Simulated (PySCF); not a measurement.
Isomers of C7H9NO. Method: TDDFT CAM-B3LYP/def2-SVPD, vertical, gas phase, core orbitals frozen in the response (PySCF 2.14.0, density-fitted response routines). Geometries: PBE0-D3(BJ)/def2-SVP; one conformer of each isolated species.

A. `C=CC(=C)C(=C)C(N)=O`
B. `N#CC[C@@H]1CC[C@H]2O[C@@H]12`
C. `COc1ccccc1N`

Lowest singlet levels (six at most, fewer where fewer were computed) with oscillator strengths:

1. 4.93 eV (f 0.076); 4.96 eV (f 0.005); 5.53 eV (f 0.343); 6.19 eV (f 0.022); 6.27 eV (f 0.015); 6.35 eV (f 0.084)
2. 4.86 eV (f 0.068); 5.47 eV (f 0.029); 5.55 eV (f 0.097); 5.99 eV (f 0.002); 6.10 eV (f 0.004); 6.49 eV (f 0.349)
3. 7.56 eV (f 0.001); 7.72 eV (f 0.003); 7.88 eV (f 0.002); 7.93 eV (f 0.001); 8.10 eV (f 0.003); 8.25 eV (f 0.034)

Problem. Match each spectrum to its molecule.

Solution. 1 = A, 2 = C, 3 = B.
- A: S1 at 4.93 eV, HOMO→LUMO (72%), HOMO→LUMO+1 (24%); Löwdin shares by element: HOMO carbon 75% or more (atoms not listed hold the other 25%); LUMO carbon 65% or more (atoms not listed hold the other 35%); HOMO -7.86 and LUMO -0.24 eV.
- B: S1 at 7.56 eV, HOMO→LUMO (15%), HOMO-3→LUMO+5 (14%), HOMO-3→LUMO (11%); Löwdin shares by element: HOMO oxygen 57%, carbon 25% or more (atoms not listed hold the other 18%); LUMO carbon 30% or more, hydrogen 25% or more (atoms not listed hold the other 45%); HOMO -9.41 and LUMO 0.92 eV.
- C: S1 at 4.86 eV, HOMO→LUMO (79%), HOMO-1→LUMO+2 (12%); Löwdin shares by element: HOMO carbon 42% or more, nitrogen 21% (atoms not listed hold the other 37%); LUMO carbon 60% or more (atoms not listed hold the other 40%); HOMO -6.79 and LUMO 1.17 eV.
A and C have S1 within 0.08 eV of each other; their strongest listed levels stand at 5.53 eV (f 0.343) and 6.49 eV (f 0.349).
